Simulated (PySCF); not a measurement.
## Partial charges of `Cc1csc(S(=O)(=O)Cl)c1[SiH3]`

Compound: C₅H₇ClO₂S₂Si.
Z-matrix (Å and degrees, GFN2-xTB geometry), rows numbered from 1:
```
C 
C   1  1.4905
C   2  1.3645  1  123.70
S   3  1.7226  2  113.69  1   179.97
C   4  1.7151  3   88.69  2    -0.32
S   5  1.7324  4  121.20  3   178.92
O   6  1.4242  5  112.24  4    24.01
O   6  1.4304  5  109.12  4   158.40
Cl  6  2.0344  5  102.12  4   -89.64
C   5  1.3585  4  115.55  3     0.68
Si 10  1.8935  2  130.11  1     0.33
H   1  1.0866  2  110.43  3    -1.90
H   1  1.0878  2  110.08  3   118.55
H   1  1.0876  2  110.22  3  -122.64
H   3  1.0729  2  127.17  1     0.14
H  11  1.4726 10  103.26  2    10.95
H  11  1.4567 10  110.02  2   124.50
H  11  1.4563 10  109.28  2  -103.64
```

Density: PBE0/pcSseg-1 (PySCF); schemes: Mulliken, IAO, Hirshfeld and ESP-fitted. Isolated species at its GFN2-xTB geometry (one conformer only).

Q: At which atom do the 4 schemes differ most?

A: At S6: from +0.511 (Hirshfeld) to +2.002 e (IAO), 1.491 e apart.

Q: For which atoms does the sign change between the 4 schemes (beyond +0.03 e in one, beyond −0.03 e in another)?

A: C2. Atomic charges aren't observables, and each scheme defines them in its own way.

Q: Tabulate the Mulliken, IAO, Hirshfeld and ESP-fitted charges.

A: In e:

```json
{"atom": "C1", "environment": "benzylic-type carbon", "Mulliken": "-0.102", "IAO": "-0.425", "Hirshfeld": "-0.111", "ESP-fitted": "-0.507"}
{"atom": "C2", "environment": "substituted aromatic carbon", "Mulliken": "-0.293", "IAO": "+0.009", "Hirshfeld": "+0.002", "ESP-fitted": "+0.123"}
{"atom": "C3", "environment": "aromatic CH next to a ring sulfur", "Mulliken": "-0.212", "IAO": "-0.309", "Hirshfeld": "-0.067", "ESP-fitted": "-0.310"}
{"atom": "S4", "environment": "thiophene-type sulfur", "Mulliken": "+0.414", "IAO": "+0.397", "Hirshfeld": "+0.143", "ESP-fitted": "+0.131"}
{"atom": "C5", "environment": "substituted aromatic carbon", "Mulliken": "-0.617", "IAO": "-0.432", "Hirshfeld": "-0.080", "ESP-fitted": "-0.227"}
{"atom": "S6", "environment": "sulfonyl sulfur", "Mulliken": "+1.083", "IAO": "+2.002", "Hirshfeld": "+0.511", "ESP-fitted": "+0.762"}
{"atom": "O7", "environment": "sulfonyl oxygen", "Mulliken": "-0.457", "IAO": "-0.821", "Hirshfeld": "-0.278", "ESP-fitted": "-0.365"}
{"atom": "O8", "environment": "sulfonyl oxygen", "Mulliken": "-0.486", "IAO": "-0.821", "Hirshfeld": "-0.234", "ESP-fitted": "-0.362"}
{"atom": "Cl9", "environment": "chlorine bonded to S", "Mulliken": "-0.111", "IAO": "-0.266", "Hirshfeld": "-0.061", "ESP-fitted": "-0.103"}
{"atom": "C10", "environment": "substituted aromatic carbon", "Mulliken": "-0.133", "IAO": "-0.263", "Hirshfeld": "-0.096", "ESP-fitted": "-0.009"}
{"atom": "Si11", "environment": "SiH3 silicon", "Mulliken": "+0.622", "IAO": "+0.605", "Hirshfeld": "+0.285", "ESP-fitted": "+0.415"}
{"atom": "H12", "environment": "methyl hydrogen", "Mulliken": "+0.119", "IAO": "+0.153", "Hirshfeld": "+0.052", "ESP-fitted": "+0.159"}
{"atom": "H13", "environment": "methyl hydrogen", "Mulliken": "+0.148", "IAO": "+0.163", "Hirshfeld": "+0.052", "ESP-fitted": "+0.166"}
{"atom": "H14", "environment": "methyl hydrogen", "Mulliken": "+0.145", "IAO": "+0.162", "Hirshfeld": "+0.052", "ESP-fitted": "+0.169"}
{"atom": "H15", "environment": "aromatic hydrogen", "Mulliken": "+0.115", "IAO": "+0.180", "Hirshfeld": "+0.063", "ESP-fitted": "+0.250"}
{"atom": "H16", "environment": "Si–H hydrogen", "Mulliken": "-0.123", "IAO": "-0.141", "Hirshfeld": "-0.088", "ESP-fitted": "-0.140"}
{"atom": "H17", "environment": "Si–H hydrogen", "Mulliken": "-0.064", "IAO": "-0.098", "Hirshfeld": "-0.076", "ESP-fitted": "-0.087"}
{"atom": "H18", "environment": "Si–H hydrogen", "Mulliken": "-0.051", "IAO": "-0.096", "Hirshfeld": "-0.068", "ESP-fitted": "-0.064"}
```

Mean size of the charges over all atoms: IAO 0.408 e, Mulliken 0.294 e, ESP-fitted 0.242 e, Hirshfeld 0.129 e. Each set sums to the total charge, 0, to within 0.001 e. The Hirshfeld scheme weights the molecular density at each point by an atom's share of the summed free-atom densities. The Mulliken scheme gives each basis function's population to the atom it is centred on and halves the overlap population of two atoms between them.

Q: How many electrons does the Hirshfeld scheme count on O7?

A: Z − q = 8 − (-0.278) = 8.278.

Q: How closely do the schemes follow one another over all atoms?

A: Correlation coefficient and root-mean-square difference: IAO with Hirshfeld 0.97, 0.437 e; Mulliken with IAO 0.93, 0.277 e; Mulliken with Hirshfeld 0.93, 0.240 e; Hirshfeld with ESP-fitted 0.92, 0.157 e; IAO with ESP-fitted 0.92, 0.351 e; Mulliken with ESP-fitted 0.85, 0.209 e.
